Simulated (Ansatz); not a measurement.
`[CH2][SiH](O)O` radical, relaxed with UKS PBE0-D4/def2-TZVP in Ansatz from a GFN2-xTB geometry. The force threshold is 0.005 eV/Å; the program also tests the step.

The species carries charge 0 and has multiplicity 2.

Start:

```xyz
9

C     1.254   -0.603    0.554
Si   -0.126    0.392   -0.176
O    -1.161   -0.516   -1.065
O    -1.020    1.027    1.020
H     1.703   -0.340    1.494
H     1.779   -1.367    0.007
H     0.375    1.487   -1.015
H    -0.834   -1.045   -1.784
H    -1.969    0.965    0.965
```

```tsv
step	energy (eV)	largest force (eV/Å)	largest move (Å)
1	-13084.8904	0.612	0.000
2	-13084.9141	0.284	0.049
3	-13084.9178	0.112	0.025
4	-13084.9264	0.137	0.106
5 (rejected)	-13084.9085	0.883	0.191
6	-13084.9378	0.192	0.096
7	-13084.9533	0.146	0.100
8	-13084.9643	0.173	0.150
9 (rejected)	-13084.9641	0.264	0.056
10	-13084.9662	0.068	0.028
11	-13084.9679	0.027	0.094
13	-13084.9698	0.015	0.058
15	-13084.9703	0.041	0.046
17 (rejected)	-13084.9703	0.079	0.039
19	-13084.9709	0.046	0.049
21	-13084.9713	0.021	0.026
23	-13084.9716	0.044	0.003
25 (rejected)	-13084.9707	0.241	0.068
27 (rejected)	-13084.9718	0.039	0.011
29 (rejected)	-13084.9718	0.033	0.008
31	-13084.9720	0.011	0.013
33	-13084.9720	0.018	0.004
35	-13084.9721	0.011	0.012
37	-13084.9721	0.013	0.004
39	-13084.9722	0.008	0.008
41	-13084.9722	0.011	0.007
43	-13084.9722	0.007	0.002
44	-13084.9722	0.003	0.003
```

End:

```xyz
9

C     1.328   -0.559    0.618
Si   -0.129    0.209   -0.172
O    -0.789   -0.927   -1.160
O    -1.116    0.701    1.046
H     1.680   -0.260    1.599
H     1.917   -1.325    0.125
H     0.194    1.403   -1.010
H    -1.321   -0.620   -1.895
H    -1.763    1.379    0.851
```

Run time 2.8 min (2 threads of an AMD EPYC 7R13 on a shared host); peak host memory 0.42 GiB.
